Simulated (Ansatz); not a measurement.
Geometry optimisation, Ansatz 0.2.0, RKS PBE0-D4/def2-SVP.

Input:

```yaml
crystal:
  periodic: [false, false, false]
  atoms:
    - { symbol: C, position_ang: [-0.7942, -0.6282, -1.1023] }
    - { symbol: C, position_ang: [0.1496, 0.3104, -0.3827] }
    - { symbol: Ge, position_ang: [1.1303, -0.7255, 0.909] }
    - { symbol: B, position_ang: [-0.5185, 1.52, 0.36] }
    - { symbol: F, position_ang: [-1.40829, 1.35896, 1.45168] }
    - { symbol: F, position_ang: [-0.07281, 2.91073, 0.02706] }
    - { symbol: H, position_ang: [-0.2727, -1.3929, -1.639] }
    - { symbol: H, position_ang: [-1.3683, 0.0209, -1.8773] }
    - { symbol: H, position_ang: [-1.5577, -1.0253, -0.3591] }
    - { symbol: H, position_ang: [0.8696, 0.7414, -1.094] }
    - { symbol: H, position_ang: [1.9075, -1.8685, 0.2166] }
    - { symbol: H, position_ang: [0.2081, -1.3253, 1.9818] }
    - { symbol: H, position_ang: [2.1344, 0.2203, 1.6236] }
basis:
  gaussian: { orbitals: def2-SVP }
hamiltonian:
  xc: pbe0
  dispersion: d4
relax:
  f_tol: 0.015
  max_steps: 40
```

Run as:

```bash
$ ansatz run input.yaml --threads 2 --pin off --max-ram 3072MiB --backend cpu --events-out ev --progress --plain --runs-dir out
```

Problem. Where does it end, and by what steps?

Solution. The run converged. After 16 steps the energy has fallen by 0.986 eV; F5 moved furthest, 0.84 Å.

| step | energy less start (eV) | largest force component (eV/Å) | accepted |
| --- | --- | --- | --- |
| 0 | 0.0000 | 4.351 | yes |
| 1 | -0.5072 | 2.984 | yes |
| 2 | -0.6920 | 2.713 | yes |
| 3 | -0.9311 | 0.459 | yes |
| 4 | -0.9059 | 0.556 | no |
| 5 | -0.9569 | 0.165 | yes |
| 6 | -0.9674 | 0.086 | yes |
| 7 | -0.9768 | 0.082 | yes |
| 8 | -0.8831 | 0.842 | no |
| 9 | -0.9812 | 0.029 | yes |
| 10 | -0.9822 | 0.229 | yes |
| 11 | -0.9825 | 0.155 | yes |
| 12 | -0.9847 | 0.041 | yes |
| 13 | -0.9852 | 0.035 | yes |
| 14 | -0.9855 | 0.047 | yes |
| 15 | -0.9856 | 0.039 | yes |
| 16 | -0.9857 | 0.010 | yes |

```xyz
13
Properties=species:S:1:pos:R:3
C -0.864 -0.604 -1.086
C 0.121 0.334 -0.390
Ge 1.243 -0.654 0.916
B -0.525 1.519 0.374
F -1.801 1.517 0.729
F 0.177 2.581 0.741
H -0.356 -1.450 -1.575
H -1.442 -0.077 -1.862
H -1.592 -1.022 -0.374
H 0.865 0.745 -1.095
H 1.872 -1.856 0.186
H 0.361 -1.170 2.070
H 2.348 0.255 1.481
```

Whether the end is a true minimum wasn't checked by a vibrational analysis.

The run took 100 s on 2 threads of Arm Neoverse V1 (shared host), peak memory 0.42 GiB.
